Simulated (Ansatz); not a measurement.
BH4OS2Sb (`O[BH][Sb]([SH])[SH]`). Charge 0, multiplicity 1. Sb: def2 effective core potential. Geometry: relaxed with PBE0-D4/def2-TZVP. It is one conformer, not always the lowest.

```xyz
9

O    -1.763   -0.034    0.917
B    -0.610    0.230    0.197
Sb    1.317   -0.737    0.938
S     2.854    0.710   -0.204
S    -0.067   -1.317   -1.126
H    -2.510    0.487    0.615
H    -0.438    1.239   -0.433
H     1.973    1.703   -0.418
H    -0.756   -2.280   -0.486
```

Task: What is the dipole moment at B3LYP/def2-TZVPP? (Estimate.)

Result: Computed: 1.70 D, with components (-1.66, -0.19, 0.34) D in this frame, pointing from negative to positive charge.

Task: And with PBE, r2SCAN, ωB97M-V? (Estimate.)

Result: Ansatz gave: PBE 1.71 D, r2SCAN 1.82 D, ωB97M-V 1.77 D.

Task: Give the Mulliken charges with B3LYP, ωB97M-V, PBE in def2-TZVPP. (An estimate is asked.)

Result: Ansatz gave: 
```csv
atom,B3LYP,ωB97M-V,PBE
O1,-0.32,-0.30,-0.28
B2,-0.02,-0.08,-0.08
Sb3,0.44,0.35,0.39
S4,-0.35,-0.32,-0.33
S5,-0.19,-0.15,-0.15
H6,0.19,0.18,0.19
H7,-0.01,0.04,-0.02
H8,0.12,0.14,0.13
H9,0.13,0.15,0.14
```

B3LYP here is the variant with VWN-RPA as its local correlation; programs differ in this.
